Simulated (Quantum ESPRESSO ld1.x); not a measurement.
Br XI, configuration [Ar] 3d7 (the NIST ground configuration). Calculated with ld1.x of Quantum ESPRESSO 7.5: non-relativistic Kohn-Sham, LDA (Slater exchange, Perdew-Zunger correlation), spin-polarised, spherical densities, point nucleus; open shells are filled with parallel spins first. Some entries of the table are withheld. Estimate them.

orbital  occ.  eigenvalue (hartree)  <1/r> (bohr^-1)
1s up       1              -489.015            34.45
1s down     1              -489.012            34.45
2s up       1              -70.5985            7.639
2s down     1              -70.4524            7.648
2p up       3              -64.5650            7.623
2p down     3              -64.4546            7.631
3s up       1              -16.5126            2.629
3s down     1              -16.3231            2.618
3p up       3                   (1)            2.540
3p down     3                   (2)            2.528
3d up       5              -10.6376            2.358
3d down     2              -10.4302            2.344
4s up       0              -6.40807              (3)
4s down     0              -6.35286              (4)
4p up       0              -5.71185              (5)
4p down     0              -5.66068              (6)

Answer. 
(1) 3p up eigenvalue (hartree): -14.3927
(2) 3p down eigenvalue (hartree): -14.2018
(3) 4s up <1/r> (bohr^-1): 1.129
(4) 4s down <1/r> (bohr^-1): 1.120
(5) 4p up <1/r> (bohr^-1): 1.070
(6) 4p down <1/r> (bohr^-1): 1.061
